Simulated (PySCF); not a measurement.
Compound: BrF.
Z-matrix (Å and degrees, PBE0-D3(BJ)/def2-SVP geometry), rows numbered from 1:
```
F 
Br  1  1.7722
```

The calculation used PBE0-D3(BJ)/def2-SVP geometry optimisation, gas phase in PySCF.

Take the most abundant isotopes and a rigid rotor. 

Question: What are the moment of inertia and the rotational constant?

Answer: I = 48.089 u·Å², B = 505379 MHz·u·Å²/I = 10509 MHz (0.3506 cm⁻¹, or 0.504 K as hB/k). For two atoms I = μr² with μ = 15.3122 u and r = 1.7722 Å.

Question: List the first levels of a rigid rotor in a Σ state.

Answer: E(J) = BJ(J+1): J = 1: 0.701, J = 2: 2.103, J = 3: 4.207, J = 4: 7.011, J = 5: 10.517, J = 6: 14.723 cm⁻¹.

Question: Where do the first rotational lines fall?

Answer: The dipole is 1.58 D; J+1 ← J lies at 2B(J+1): 1 ← 0 at 21.02 GHz, 2 ← 1 at 42.04 GHz, 3 ← 2 at 63.06 GHz, 4 ← 3 at 84.07 GHz, 5 ← 4 at 105.09 GHz, 6 ← 5 at 126.11 GHz.

Stationary, but not proved a minimum. Zero-point vibration and centrifugal distortion are left out.

The run took 1.9 s on an Arm Neoverse V1 with one thread, no GPU, shared host with 64 logical CPUs at a one-minute load of 24, and the process peaked at 0.27 GiB of memory. That covers the optimisation of the geometry.
